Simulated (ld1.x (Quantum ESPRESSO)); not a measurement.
**Scattering properties, RRKJ potential for Sc (Z = 21)**

scandium (Sc), norm-conserving RRKJ (Kleinman–Bylander form), made with ld1.x (Quantum ESPRESSO) 7.5 (PBEsol, scalar-relativistic). Core [Ar], reference 3d1 4s1.5 4p0 (charge +0.5). Waves: 4p (bound, empty): rc 2.95 bohr; 3d (bound): rc 2.65 bohr; 4s (bound): rc 2.10 bohr. Local part: the s channel. Core correction: none. rho0 = 0.01.

The phase is arctan(r·u′/u) with u = r·R(r), unwrapped; energies in Ry, scanned from -3 to 5 Ry. A pole is an energy at which the radial function vanishes at the test radius. The pseudo phase is shifted by a multiple of π to meet the all-electron one at the reference energy, and phase errors are pseudo minus all-electron; the curves can meet again beyond the range given. Levels narrower than the energy grid can be missing from the lists of poles.

```json
{"channel": "s", "radius (bohr)": "3.20", "reference energy (Ry)": "-0.51", "poles, all-electron": "0.88", "poles, pseudo": "0.42, 1.79", "unbroken range about the reference energy with phases within 0.05 rad": "below 0.2", "phase error 1 Ry above the reference energy (rad)": "-0.140"}
{"channel": "p", "radius (bohr)": "3.20", "reference energy (Ry)": "-0.28", "poles, all-electron": "-2.69, 1.58", "poles, pseudo": "1.70", "unbroken range about the reference energy with phases within 0.05 rad": "-2.6 to 2.6", "phase error 1 Ry above the reference energy (rad)": "+0.005"}
{"channel": "d", "radius (bohr)": "3.20", "reference energy (Ry)": "-0.47", "poles, all-electron": "-0.31, 2.76", "poles, pseudo": "-0.31, 4.21", "unbroken range about the reference energy with phases within 0.05 rad": "below 0.2", "phase error 1 Ry above the reference energy (rad)": "+0.141"}
```

Phases in the d channel:

| E (Ry) | all-electron | pseudo |
| --- | --- | --- |
| -3.00 | 1.383 | 1.383 |
| -2.76 | 1.374 | 1.375 |
| -2.52 | 1.363 | 1.365 |
| -2.28 | 1.351 | 1.353 |
| -2.04 | 1.337 | 1.339 |
| -1.80 | 1.318 | 1.321 |
| -1.56 | 1.294 | 1.297 |
| -1.32 | 1.259 | 1.264 |
| -1.08 | 1.203 | 1.210 |
| -0.84 | 1.082 | 1.093 |
| -0.60 | 0.440 | 0.461 |
| -0.36 | -1.488 | -1.481 |
| -0.12 | -1.750 | -1.730 |
| 0.12 | -1.879 | -1.838 |
| 0.36 | -2.016 | -1.934 |
| 0.60 | -2.239 | -2.055 |
| 0.84 | -2.712 | -2.247 |
| 1.08 | -3.546 | -2.599 |
| 1.32 | -4.116 | -3.212 |
| 1.56 | -4.369 | -3.819 |
| 1.80 | -4.500 | -4.161 |
| 2.04 | -4.579 | -4.342 |
| 2.28 | -4.635 | -4.448 |
| 2.52 | -4.677 | -4.518 |
| 2.76 | -4.712 | -4.567 |
| 3.00 | -4.743 | -4.604 |
| 3.24 | -4.773 | -4.634 |
| 3.48 | -4.805 | -4.658 |
| 3.72 | -4.840 | -4.678 |
| 3.96 | -4.883 | -4.696 |
| 4.20 | -4.941 | -4.712 |
| 4.44 | -5.031 | -4.727 |
| 4.68 | -5.196 | -4.741 |
| 4.92 | -5.587 | -4.754 |
